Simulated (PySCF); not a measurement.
CH6BBrSi.
Atom-mapped SMILES: `[SiH3:1][CH2:2][BH:3][Br:4]` (hydrogens: H5, H6, H7 on Si1; H8, H9 on C2; H10 on B3)

Method: core-valence-separated Tamm–Dancoff BHandHLYP/aug-pcX-1 (pcseg-1 on H, def2-SVPD on Br, def2-SVPD on Si) in PySCF, non-relativistic, gas phase, PBE0-D3(BJ)/def2-SVP geometry.

Computed carbon K-edge spectrum, Gaussian lines of 0.5 eV full width, highest printed point 100; it ends one width below the last computed root. The energies are unshifted.

photon energy (eV), absorption and a bar:
```
    282.7          0 
    282.8          0 
    282.9          1 
    283.0          2 
    283.1          3 #
    283.2          5 #
    283.3          6 ##
    283.4          6 ##
    283.5          4 #
    283.6          3 #
    283.7          1 
    283.8          1 
    283.9          0 
    284.0          0 
    284.1          0 
    284.2          0 
    284.3          0 
    284.4          0 
    284.5          0 
    284.6          1 
    284.7          2 #
    284.8          4 #
    284.9          8 ##
    285.0         12 ###
    285.1         15 ####
    285.2         18 #####
    285.3         26 ########
    285.4         41 ############
    285.5         64 ###################
    285.6         88 ##########################
    285.7        100 ##############################
    285.8         94 ############################
    285.9         73 ######################
    286.0         47 ##############
    286.1         26 ########
    286.2         15 #####
    286.3         12 ####
    286.4         12 ####
```

Question: Assign the maxima to core holes.

Answer: 2 maxima:
- 283.3 eV: C2 (sp3 carbon bound to silicon), 283.34 eV, f = 0.004, 100 % of the height at the exact maximum
- 285.7 eV: C2 (sp3 carbon bound to silicon), 285.79 eV, f = 0.034, 55 % of the height at the exact maximum; C2 (sp3 carbon bound to silicon), 285.64 eV, f = 0.029, 45 % of the height at the exact maximum

Further lines of some strength in the range: C2, 285.10 eV, f = 0.007.

Roots within 0.03 eV on the same or equivalent atoms count as one line; shares under 12 % aren't listed.

Vibrational structure and lifetime widths aren't in the curve. The ionisation threshold wasn't computed; near and above it a finite basis only mimics Rydberg series and continuum. Relativistic effects, spin–orbit coupling among them, are left out although an element past zinc is present.

The run took 15 s wall on an Arm Neoverse N1 with one thread, shared host, and the process peaked at 0.75 GiB of memory.

Conformer computed: `[SiH3:1][CH2:2][BH:3][Br:4]`: Si1–C2–B3–Br4 -91°.

One conformer stands for the species.
